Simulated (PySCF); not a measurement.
C₇H₁₃P.
Cartesian coordinates in Å at the PBE0-D3(BJ)/def2-SVP level; atoms count from 1:
```
atom  x, y, z in Å
C1     3.678   -1.746    0.030
C2     2.487   -0.944   -0.182
C3     1.486   -0.269   -0.352
P4     0.042    0.677   -0.747
C5     0.452    2.247    0.148
C6    -1.187   -0.099    0.439
C7    -2.478    0.713    0.435
C8    -1.434   -1.551    0.048
H9     3.981   -2.269   -0.891
H10    3.511   -2.505    0.810
H11    4.523   -1.117    0.353
H12   -0.373    2.964    0.023
H13    0.639    2.082    1.221
H14    1.351    2.684   -0.309
H15   -0.738   -0.068    1.447
H16   -3.223    0.253    1.105
H17   -2.323    1.747    0.777
H18   -2.917    0.752   -0.575
H19   -2.142   -2.024    0.748
H20   -1.867   -1.619   -0.963
H21   -0.503   -2.136    0.058
```

The closed-shell ground state was solved at several levels (PySCF, density fitting, gas phase, non-relativistic).

| level | basis functions | HOMO (eV) | LUMO (eV) | gap (eV) | dipole (D) |
| --- | --- | --- | --- | --- | --- |
| PBE0/pcSseg-1 | 208 | -6.22 | 0.39 | 6.61 | 1.62 |
| CAM-B3LYP/def2-SVPD | 268 | -7.46 | 1.19 | 8.65 | 1.58 |

Problem. What might PBE/pcSseg-1 (208 basis functions) give for the same quantities?

Solution. HOMO -5.15 eV, LUMO -0.54 eV, gap 4.61 eV, dipole 1.56 D.

Problem. Over all these levels, which gives the widest orbital gap and which the narrowest?

Solution. CAM-B3LYP/def2-SVPD (range-separated hybrid) has the widest, 8.65 eV, and PBE/pcSseg-1 (GGA) the narrowest, 4.61 eV. Functional and basis both differ between the two, so the spread mixes both effects.

Problem. How far do the dipole and the HOMO energy spread over the levels?

Solution. The dipole runs from 1.56 to 1.62 D (mean 1.59 D) and the HOMO from -7.46 to -5.15 eV.

One conformer stands for the species.
